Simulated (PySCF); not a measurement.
A structure optimised at B3LYP-D3(BJ)/def2-SVP, used in a PySCF frequency run:

```xyz
7

B      0.1486     0.2218    -0.3220
F      1.4391     0.4082    -0.5494
Cl    -0.2676    -0.7011     1.1300
C     -0.9286     0.7571    -1.3152
H     -1.9033     0.9343    -0.8397
H     -1.0828    -0.0116    -2.0958
H     -0.5889     1.6701    -1.8287
```

Question: Write its SMILES and formula.

Answer: CB(F)Cl, CH3BClF

Question: What are its rotational constants (standard atomic weights)?

Answer: 8.8076, 4.4258, 3.0005 GHz
